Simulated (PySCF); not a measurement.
A structure optimised at PBE0-D3(BJ)/def2-SVP, used in a PySCF frequency run:

```xyz
9

C     -0.0175    -2.6699     0.0000
O     -0.8276    -1.5098     0.0000
Sn    -0.0204     0.2594     0.0000
F      1.0928     0.5462     1.5300
F     -1.3853     1.5896     0.0000
F      1.0928     0.5462    -1.5300
H     -0.6984    -3.5344     0.0000
H      0.6215    -2.7384     0.8975
H      0.6215    -2.7384    -0.8975
```
Charge 0, spin multiplicity 1.

Question: Write its SMILES, formula and point group.

Answer: C[O][Sn]([F])([F])[F], CH3F3OSn, Cs

Question: What are its rotational constants (standard atomic weights)?

Answer: 2.7365, 1.6495, 1.6306 GHz
